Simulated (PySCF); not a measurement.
```tsv
wavenumber (cm⁻¹)	absorption (km/mol per cm⁻¹)
0	0.005
29	0.005
59	0.006
88	0.007
118	0.008
147	0.009
177	0.011
206	0.014
236	0.019
265	0.025
295	0.038
324	0.064
353	0.136
383	0.432
412	0.595
442	0.205
471	0.147
501	0.217
530	0.594
560	1.370
589	0.423
619	0.155
648	0.079
677	0.048
707	0.033
736	0.024
766	0.019
795	0.015
825	0.013
854	0.011
884	0.010
913	0.009
942	0.008
972	0.008
1001	0.008
1031	0.008
1060	0.008
1090	0.008
1119	0.008
1149	0.009
1178	0.010
1208	0.012
1237	0.013
1266	0.016
1296	0.020
1325	0.026
1355	0.036
1384	0.052
1414	0.085
1443	0.159
1473	0.391
1502	1.397
1532	1.281
1561	0.364
1590	0.151
1620	0.081
1649	0.050
1679	0.034
1708	0.025
1738	0.019
```

This is the computed harmonic infrared spectrum of doublet InHF, Lorentzian lines of 43 cm⁻¹ full width. All numbers come from UPBE0 in PySCF with In def2-TZVP with ECP28, H def2-TZVP, F def2-TZVP; scalar-relativistic core potentials, no spin–orbit coupling; density-fitted integrals.

Which bands make it up, and how are they assigned?

In Cs symmetry, counting bands above 1 % of the strongest: 401 cm⁻¹ (a', bend, 48 km/mol); 556 cm⁻¹ (a', stretch, 94 km/mol); 1516 cm⁻¹ (a', stretch, 133 km/mol).

Other isomers or separated fragments may lie lower. With an element this heavy the missing spin–orbit coupling can shift these numbers.
